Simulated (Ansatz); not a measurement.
**Match the barriers**

Saddle point of Si5H13Cl, closed shell (Si₄H₁₀ ([SiH3][SiH]([SiH3])[SiH3]) + SiH₃Cl ([SiH3][Cl]) → Si₅H₁₂ ([SiH3][Si]([SiH3])([SiH3])[SiH3]) + HCl; bonds formed: Si1–Si4, Cl2–H3; bonds broken: Si1–Cl2, H3–Si4), PBE0-D4/def2-TZVP structure:

Si1  (-0.530, 1.602, 1.452)
Cl2  (-2.508, 0.006, 2.047)
H3  (-1.050, 0.068, 0.971)
Si4  (0.107, -0.264, -0.236)
Si5  (-0.235, 1.007, -2.168)
Si6  (2.331, -0.391, 0.481)
Si7  (-0.990, -2.338, -0.324)
H8  (0.727, 2.138, 0.811)
H9  (-1.591, 2.525, 1.016)
H10  (-0.172, 1.438, 2.871)
H11  (0.286, 2.383, -1.975)
H12  (-1.685, 1.046, -2.485)
H13  (0.499, 0.348, -3.280)
H14  (3.097, 0.759, -0.061)
H15  (2.364, -0.365, 1.967)
H16  (2.924, -1.663, -0.009)
H17  (-2.406, -2.138, -0.712)
H18  (-0.873, -3.010, 0.993)
H19  (-0.295, -3.152, -1.359)
(Å)

Ansatz 0.2.0; basis: def2-TZVPP, with def2-QZVPP for the basis limit; cores frozen in the correlated methods. B3LYP uses VWN-RPA correlation. Extrapolation: Hartree–Fock as exp(−7.88 √X), correlation as X^−2.97. Four methods, as single points on the PBE0-D4 structures, gave these electronic barriers from the start structure: 48.71, 53.03, 56.93, 75.27 kcal/mol.

(1) The methods were, in alphabetical order, B3LYP-D4, BLYP-D4, CCSD(T), HF. Which gave which? (A judgement: the text doesn't fix the answer.)

T1 diagnostic: at most 0.015.

Answers

(1) By the calculation: BLYP-D4 48.71; B3LYP-D4 53.03; CCSD(T) 56.93; HF 75.27 kcal/mol. For comparison, CCSD(T) at an estimated basis limit (MP2 extrapolated from triple and quadruple zeta, plus CCSD(T) − MP2 in triple zeta) gives 55.10 kcal/mol.

Labels in which every atom is bracketed show which atoms are joined, not bond orders.

For scale, one of the runs: CCSD(T)/def2-TZVPP, 434 basis functions, launched by `ansatz run in.yaml --threads 4 --pin off --events-out ev --progress --plain --max-ram 66560MiB --backend cuda --devices 0, --max-vram 37GiB`. The run took 20 s on 4 CPU threads of an AMD EPYC 7R13 and a share of one NVIDIA H100 (shared host), with 1.1 GiB of host memory at its peak.
